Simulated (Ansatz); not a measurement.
Input for Ansatz (a first-principles code): R-wB97X-V/def2-TZVPPD on H9PSi2 (a complex), monomers drawn apart or pushed together. Files ending in .json are basis or fitting sets from the Basis Set Exchange.

Ansatz 0.2 input:
```yaml
crystal:
  periodic: [false, false, false]
  atoms:
    - {symbol: P, position_ang: [-0.36015277, 0.22824267, -0.07538392]}
    - {symbol: H, position_ang: [0.78130393, -0.17925121, 0.66057054]}
    - {symbol: H, position_ang: [0.36734412, 1.17819255, -0.83874835]}
    - {symbol: H, position_ang: [-0.74946775, 1.18355776, 0.89774846]}
    - {symbol: Si, position_ang: [0.70990377, 0.77079691, 4.48334796]}
    - {symbol: Si, position_ang: [-0.77541573, -1.04254306, 4.42141450]}
    - {symbol: H, position_ang: [0.05609265, 1.99567742, 3.96330793]}
    - {symbol: H, position_ang: [1.91121540, 0.48801349, 3.66204703]}
    - {symbol: H, position_ang: [1.13925538, 1.01999273, 5.88151906]}
    - {symbol: H, position_ang: [-1.96019722, -0.75793791, 5.26707020]}
    - {symbol: H, position_ang: [-0.10837342, -2.26416813, 4.93382258]}
    - {symbol: H, position_ang: [-1.23600239, -1.30221859, 3.03630905]}
basis:
  gaussian:
    orbitals: def2-TZVPPD.json
hamiltonian:
  xc: {name: wB97X-V}
scf: {lower_state_search: off}
```

The head of its log:

```
Functional definition: wB97X-V
[...]
these checks for a lower state are left out or cut short: stability, starts, cluster_reference, orbital_swaps, neighbouring_geometries, increment
integrals: 0.39 GiB planned
1486 factors; their error is unknown
integrals: 0.42 GiB planned
444 factors; integrals over basis functions are off by at most 2.2e-5 eV
mean field: 1.88 GiB planned
mean field evaluation 1: about -25186.1879 eV, gradient 1.1e1 eV
mean field evaluation 2: about -25186.7368 eV, gradient 3.7e0 eV
```

What total energy does the run end on?

-925.5985 hartree.
